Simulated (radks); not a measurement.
Results of a calculation; reference values are marked as such.
Problem. Ti V, 18 electrons, occupied as [Ne] 3s1 3p6 3d1 (not the ground configuration). Level of theory: scalar-relativistic Kohn-Sham, PBE, spin-polarised, spherical densities, point nucleus; open shells are filled with parallel spins first (a radial shooting solver on a logarithmic mesh with Libxc functionals). Some entries of the table are withheld. Estimate them.

| orbital | occ. | eigenvalue (Ry) | <r> (bohr) | r(max) (bohr) |
|---|---|---|---|---|
| 1s up | 1 | -362.2003 | 0.06959 | 0.04555 |
| 1s down | 1 | -362.1663 | 0.06959 | 0.04555 |
| 2s up | 1 | -43.75582 | 0.3248 | 0.2688 |
| 2s down | 1 | -43.69029 | 0.3245 | 0.2688 |
| 2p up | 3 | -36.94768 | 0.2897 | 0.2195 |
| 2p down | 3 | -36.88881 | 0.2894 | 0.2194 |
| 3s up | 1 | -8.56745 | (1) | 0.8556 |
| 3s down | 0 | -8.34058 | (2) | 0.8572 |
| 3p up | 3 | -6.75819 | 1.019 | 0.8783 |
| 3p down | 3 | -6.54260 | 1.027 | 0.8808 |
| 3d up | 1 | -4.00776 | 1.129 | 0.8723 |
| 3d down | 0 | -3.81688 | 1.149 | 0.8788 |

Solution. 
(1) 3s up <r> (bohr): 0.9700
(2) 3s down <r> (bohr): 0.9748
